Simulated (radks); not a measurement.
Excited configurations of Se3+: one electron is placed in a higher orbital outside [Ar] 3d10 4s2. The ground configuration is [Ar] 3d10 4s2 4p1. Method: Dirac Kohn-Sham, BLYP, spin-unpolarised, spherical densities, point nucleus; open shells fill j = l - 1/2 first; computed with a radial shooting solver on a logarithmic mesh with Libxc functionals. Excitation = E - E(ground); binding = E(ion) - E, where the ion is the core of charge +4; n* = 4/sqrt(2 binding) in atomic units, and the quantum defect is n - n*.

outer orbital  excitation (eV)  binding (eV)  quantum defect  eigenvalue (eV)  <r> (bohr)
5d3/2                   28.635        14.032           1.061          -12.236       5.233
6d3/2                   33.552         9.115           1.113           -7.997       8.430
6f5/2                   35.919         6.748           0.320           -5.902       10.90
7s1/2                   33.743         8.924           2.061           -7.946       9.395
7p1/2                   34.636         8.031           1.794           -7.126       10.23

The Delta-SCF ionisation energy is 42.667 eV (NIST Atomic Spectra Database: 42.947 eV, measured). Self-interaction in the functional shifts the binding energies and quantum defects, so they are the method's values and not measured ones. Spin polarisation and multiplet splitting are left out, so open shells lie too high by an amount that depends on their filling.

Beside tabulated values, note that spin-unpolarised runs miss the spin-polarisation part of the exchange energy of open shells.
